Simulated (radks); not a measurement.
Results of a calculation; reference values are marked as such.
Problem. All-electron atom: the tungsten ion W0.5+ in [Xe] 4f14 5d4.5 6s1 (fractional occupations, a model configuration). Level of theory: scalar-relativistic Kohn-Sham, PBE, spin-unpolarised, spherical densities, finite nucleus; Fermi nuclear charge, rms radius 5.3658 fm (a radial shooting solver on a logarithmic mesh with Libxc functionals). Some entries of the table are withheld. Estimate them.

orbital,occ.,eigenvalue (Ry),<r^2> (bohr^2)
1s,2,(1),0.0004631
2s,2,-881.5086,0.007121
2p,6,-771.1264,0.005891
3s,2,(2),0.04622
3p,6,-170.4531,0.04698
3d,10,-132.7854,(3)
4s,2,-42.05066,0.2282
4p,6,-31.31950,(4)
4d,10,(5),0.3030
5s,2,-5.98920,(6)
5p,6,-3.36266,1.781
4f,14,-2.61913,0.4652
6s,1,-0.62285,10.96
5d,4.5,-0.53331,5.180

Solution. 
(1) 1s eigenvalue (Ry): -5106.140
(2) 3s eigenvalue (Ry): -203.1575
(3) 3d <r^2> (bohr^2): 0.03897
(4) 4p <r^2> (bohr^2): 0.2599
(5) 4d eigenvalue (Ry): -17.70294
(6) 5s <r^2> (bohr^2): 1.283
